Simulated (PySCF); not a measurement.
Question: Give a PBE0-D3(BJ)/def2-SVP geometry of InChI=1S/C2H9NSi/c1-2-3-4/h3H,2H2,1,4H3.

Answer: 
```xyz
13
C2H9NSi angstrom
C      1.9034    0.1697    0.3521
C      0.5828   -0.5750    0.2523
N     -0.3712    0.1046   -0.5955
Si    -2.0630    0.2529   -0.2756
H      1.7476    1.1827    0.7524
H      2.6142   -0.3622    1.0035
H      2.3728    0.2705   -0.6404
H      0.7717   -1.6149   -0.0844
H      0.1408   -0.6680    1.2596
H     -0.0551    0.2273   -1.5514
H     -2.2515    0.7475    1.1240
H     -2.8670   -1.0126   -0.3943
H     -2.6174    1.2314   -1.2595
```

Any rigid rotation of these coordinates is as good. Atoms count from 1 in this order. Si4 (SiH3 silicon) is distorted tetrahedral (angles from 106.5° to 115.9°). N3 (silicon-bound nitrogen) is almost planar (angles 125.3°, 118.0° and 113.8°, sum 357.1°, 0.13 Å off the plane of its three neighbours).

Bonds between heavy atoms (Å): C1–C2 1.519, C2–N3 1.446, N3–Si4 1.728.

Computed, not measured: PBE0-D3(BJ)/def2-SVP geometry optimisation, gas phase (PySCF).

Point group: C1 (no symmetry element, even within 0.4 Å). Whether it is a minimum is left open (no frequencies). The numbers are those of one conformer (C1–C2–N3–Si4 -140°).
